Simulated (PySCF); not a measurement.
Spin-Hamiltonian simulation

Molecule: benzoxazole, C7H5NO.

Geometry:
```
atom   x (Å)   y (Å)   z (Å)
  C1  -1.895   0.695   0.070
  C2  -1.937  -0.710   0.119
  C3  -0.779  -1.481   0.049
  C4   0.407  -0.771  -0.069
  O5   1.680  -1.239  -0.155
  C6   2.440  -0.122  -0.257
  N7   1.809   0.998  -0.244
  C8   0.476   0.629  -0.122
  C9  -0.694   1.387  -0.051
 H10  -2.832   1.253   0.129
 H11  -2.904  -1.210   0.213
 H12  -0.799  -2.571   0.085
 H13   3.515  -0.282  -0.341
 H14  -0.655   2.477  -0.090
```

Method: PBE0-D3(BJ)/def2-SVP structure, shielding tensors at PBE0/pcSseg-1 (GIAO), spin–spin couplings from B3LYP/pcJ-1 (without the spin–dipole term), in PySCF (one conformer, no solvent model, relativity neglected).

Shifts are taken against calculated references (same method and geometry level): 1H against TMS.

Shifts (ppm): H10 7.57, H11 7.55, H12 7.72, H14 8.08.
Couplings (Hz): H10–H11: 8.3; H10–H12: 0.7; H10–H14: 9.0; H11–H12: 9.2; H11–H14: 0.9; H12–H14: 0.7.

The 4-spin Hamiltonian (Zeeman plus full scalar coupling among like nuclei) was diagonalised exactly; lines are Lorentzian, 0.5 Hz wide, and the maxima above 3 % are listed with the tallest set to 100.

Problem. Give the 1H peak list of this spin system at 60 MHz.

Solution. 
δ in ppm (height): 8.242 (3), 8.181 (18), 8.165 (19), 8.121 (21), 8.109 (20), 8.089 (20), 8.045 (27), 8.019 (33), 8.002 (36), 7.956 (9), 7.914 (6), 7.854 (9), 7.838 (6), 7.801 (6), 7.759 (12), 7.736 (21), 7.728 (17), 7.695 (32), 7.674 (74), 7.657 (49), 7.628 (100), 7.616 (88), 7.607 (36), 7.594 (27), 7.575 (32), 7.558 (61), 7.524 (44), 7.489 (13), 7.456 (25), 7.445 (21), 7.405 (3)

Problem. And at 400 MHz?

Solution. 
```
    Hz    ppm  height
3242.4  8.106       3
3237.4  8.094      26
3236.7  8.092      26
3235.1  8.088      25
3234.1  8.085      22
3230.8  8.077      21
3228.4  8.071      27
3227.5  8.069      30
3226.8  8.067      29
3222.5  8.056       4
3093.6  7.734      24
3092.9  7.732      24
3092.1  7.730      23
3089.7  7.724      19
3086.2  7.716      23
3085.2  7.713      28
3083.7  7.709      32
3083.0  7.707      31
3078.0  7.695       5
3038.7  7.597       7
3037.2  7.593      15
3030.4  7.576      46
3028.9  7.572      43
3027.1  7.568      48
3023.8  7.560     100
3020.6  7.552      39
3018.7  7.547      39
3017.1  7.543      37
3010.5  7.526      11
3008.8  7.522       6
```

Problem. Among coupled protons with different shifts, which pair is furthest from first order, and how does the field change that?

Solution. H10 and H11: Δν/J is about 0.1 at 60 MHz (strongly coupled) and 1.0 at 400 MHz (strongly coupled). J in Hz doesn't depend on the field, while Δν in Hz grows in proportion to it.

Unscaled 3J(H,H) at this level run about 10 % above measured values.
